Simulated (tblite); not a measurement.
Species: C4H7F3N2.
Atom-mapped SMILES: `[CH3:1][CH2:2][NH:3]/[N:4]=[CH:5]\[C:6]([F:7])([F:8])[F:9]` (hydrogens: H10, H11, H12 on C1; H13, H14 on C2; H15 on N3; H16 on C5)

Cartesian coordinates in Å at the GFN2-xTB level; atoms count from 1:
```xyz
16
C4H7F3N2 angstrom
C     -2.3817    0.4667   -0.5479
C     -1.6646   -0.4263    0.4613
N     -0.2435   -0.1883    0.4737
N      0.5365   -1.0352   -0.1288
C      1.7860   -0.8706   -0.3117
C      2.5752    0.3418    0.0902
F      2.5535    0.5749    1.4255
F      2.1028    1.4864   -0.4659
F      3.8613    0.2498   -0.2610
H     -2.0053    0.2789   -1.5503
H     -3.4486    0.2643   -0.5314
H     -2.2245    1.5162   -0.3087
H     -1.8033   -1.4778    0.2061
H     -2.0580   -0.2463    1.4663
H      0.0713    0.7357    0.7615
H      2.3353   -1.6611   -0.7903
```

Computed with GFN2-xTB (tblite): harmonic, unscaled wavenumbers at the GFN2-xTB geometry, gas phase. Against measured fundamentals such values can be off by several per cent, at times by over 20. One conformer, not necessarily the lowest.

Harmonic wavenumbers (cm⁻¹): 30.4, 57.7, 71.4, 118.8, 197.9, 256.6, 278.1, 333.3, 405.7, 433.9, 469.6, 531.8, 565.8, 586.3, 709.8, 714.0, 812.7, 825.3, 939.4, 989.6, 1044.1, 1069.9, 1087.6, 1154.3, 1165.7, 1206.6, 1242.6, 1312.1, 1343.1, 1405.4, 1417.4, 1447.4, 1489.4, 1494.5, 1672.6, 2949.4, 3005.8, 3040.3, 3050.5, 3056.9, 3135.9, 3285.4.

A = 3663, B = 800.9, C = 775.3 MHz; mass 140.056 u (most abundant isotopes); point group C1, symmetry number 1.

**Question.** Zero-point energy?

**Answer.** Half the sum of the wavenumbers: 25202 cm⁻¹ = 301.49 kJ/mol.

**Question.** What is S at 500 K and 1 bar for an ideal gas of classical rigid rotors and harmonic oscillators?

**Answer.** Translation 181.24, rotation 129.19, vibration 203.24: S = 513.7 J/(mol K).

**Question.** And Cp and H(500 K) − H(0)?

**Answer.** Cp = 216.55 J/(mol K), of which vibrations give 183.29 (their classical limit is 42 R = 349.2); H(500 K) − H(0) = 66.15 kJ/mol without the zero-point energy, 49.52 from vibrations.

**Question.** How do the functions run with temperature in this model?

**Answer.** 
| T (K) | S (J/(mol K)) | Cp (J/(mol K)) | H − H(0) (kJ/mol) | G − H(0) (kJ/mol) | ln q(vib) |
| --- | --- | --- | --- | --- | --- |
| 100 | 300.1 | 77.5 | 5.67 | -24.34 | 2.37 |
| 200 | 365.6 | 115.9 | 15.34 | -57.78 | 5.07 |
| 300 | 419.7 | 153.3 | 28.81 | -97.09 | 7.63 |
| 800 | 629.4 | 274.8 | 140.72 | -362.82 | 19.33 |
| 1000 | 693.5 | 299.0 | 198.23 | -495.26 | 23.46 |

q(vib) and H(0) count from the zero-point level.

**Question.** Which modes carry the vibrational entropy at 500 K?

**Answer.** 30.4 cm⁻¹: 28.57; 57.7 cm⁻¹: 23.25; 71.4 cm⁻¹: 21.49; 118.8 cm⁻¹: 17.28; 197.9 cm⁻¹: 13.11; 256.6 cm⁻¹: 11.02 J/(mol K); the other 36 give 88.52 together.

**Question.** What must be added to the electronic energy to get the Gibbs energy at 500 K and 1 bar?

**Answer.** ZPE + [H(500 K) − H(0)] − T·S = 301.49 + 66.15 − 256.84 = 110.80 kJ/mol.

Hindered rotation and anharmonicity are outside this model. Other conformers, if any are populated, would add a mixing term that is left out. The structure is chiral; the term R ln 2 for an equal mix with its mirror image is left out.
